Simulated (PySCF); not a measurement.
PySCF input (CCSD(T)/cc-pVDZ):

```python
from pyscf import gto, scf, mp, cc as ccmod

mol = gto.M(
    atom='''
    C    -2.41258030   -0.01888964   -0.05731211
    C    -0.93801091    0.30083308   -0.04676144
    C    -0.05226916   -0.70089223    0.05439762
    Cl    1.73554293    0.08710432    0.03538939
    H    -2.90761299    0.31745366   -0.98009618
    H    -2.95041684    0.45692304    0.77578377
    H    -2.55399749   -1.09976569    0.02509439
    H    -0.67504020    1.35830825   -0.12434605
    ''',
    basis='cc-pvdz',
    charge=-1,
    spin=0,
    verbose=4,
)

mf = scf.RHF(mol)
mf.conv_tol = 1e-10
mf.max_cycle = 100
mf.kernel()
mp2 = mp.MP2(mf, frozen=8).run()
cc = ccmod.CCSD(mf, frozen=8)
cc.max_cycle = 100
cc.kernel()
et = cc.ccsd_t()
print(f'E(CCSD(T)) = {cc.e_tot + et:.9f}')
```

End of the output:

```
Extra cycle  E= -575.369304713049  delta_E= -2.05e-12  |g|= 1.52e-06  |ddm|= 6.02e-06
converged SCF energy = -575.369304713049

******** <class 'pyscf.mp.mp2.RMP2'> ********
nocc = 12, nmo = 72
frozen orbitals 8
E(RMP2) = -575.913125751017  E_corr = -0.543821037967936
E(SCS-RMP2) = -575.904710556227  E_corr = -0.535405843178634
E_corr(same-spin) = -0.135207002749487
E_corr(oppo-spin) = -0.408614035218449

******** <class 'pyscf.cc.ccsd.CCSD'> ********
CC2 = 0
CCSD nocc = 12, nmo = 72
frozen orbitals 8
max_cycle = 100
direct = 0
conv_tol = 1e-07
conv_tol_normt = 1e-05
diis_space = 6
diis_start_cycle = 0
diis_start_energy_diff = 1e+09
Init t2, MP2 energy = -575.913125753469  E_corr(MP2) -0.543821040420173
Init E_corr(CCSD) = -0.543821040421604
cycle = 1  E_corr(CCSD) = -0.570785390487887  dE = -0.0269643501  norm(t1,t2) = 0.0625704
cycle = 2  E_corr(CCSD) = -0.58477728269012  dE = -0.0139918922  norm(t1,t2) = 0.0210237
cycle = 3  E_corr(CCSD) = -0.587303200136381  dE = -0.00252591745  norm(t1,t2) = 0.0103683
cycle = 4  E_corr(CCSD) = -0.589545727568869  dE = -0.00224252743  norm(t1,t2) = 0.00435778
cycle = 5  E_corr(CCSD) = -0.589397571534017  dE = 0.000148156035  norm(t1,t2) = 0.00134326
cycle = 6  E_corr(CCSD) = -0.589323418659488  dE = 7.41528745e-05  norm(t1,t2) = 0.000488503
cycle = 7  E_corr(CCSD) = -0.589334402224414  dE = -1.09835649e-05  norm(t1,t2) = 0.000218164
cycle = 8  E_corr(CCSD) = -0.589343145097923  dE = -8.74287351e-06  norm(t1,t2) = 8.57861e-05
cycle = 9  E_corr(CCSD) = -0.589339932867402  dE = 3.21223052e-06  norm(t1,t2) = 3.74904e-05
cycle = 10  E_corr(CCSD) = -0.589340145598392  dE = -2.12730989e-07  norm(t1,t2) = 1.8339e-05
cycle = 11  E_corr(CCSD) = -0.589339965012999  dE = 1.80585393e-07  norm(t1,t2) = 7.11949e-06
cycle = 12  E_corr(CCSD) = -0.58933975051491  dE = 2.14498089e-07  norm(t1,t2) = 2.87432e-06
cycle = 13  E_corr(CCSD) = -0.58933971362424  dE = 3.68906704e-08  norm(t1,t2) = 1.03745e-06
CCSD converged
E(CCSD) = -575.958644426673  E_corr = -0.5893397136242395
CCSD(T) correction = -0.0199225337235753
E(CCSD(T)) = -575.978566960
```

It need not be the lowest isomer of its formula. Whether it binds its extra electron was not tested at this geometry.
